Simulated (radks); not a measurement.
Values are calculated unless marked as measured or tabulated.
Question: These are the eigenvalues of the occupied orbitals of an atom or ion with whole-number occupations (eV). Level of theory: non-relativistic Kohn-Sham, PBEsol, spin-unpolarised, spherical densities, point nucleus (a radial shooting solver on a logarithmic mesh with Libxc functionals).

1s: -11631.90
2s: -1546.674
2p: -1394.240
3s: -280.0615
3p: -228.3274
3d: -137.1218

Which element is it, and in what charge state? The configuration may be excited.

Answer: Z = 33, arsenic, charge +6: As6+ in [Ar] 3d9. The list shows which subshells hold electrons but not how many an open one holds; the 1s level, -427.46 hartree, gives Z - s = 29.2 by -(Z - s)^2/2, which with screening narrows Z to a few neighbours, and the depths of the outer levels then fix element, charge and occupations together.
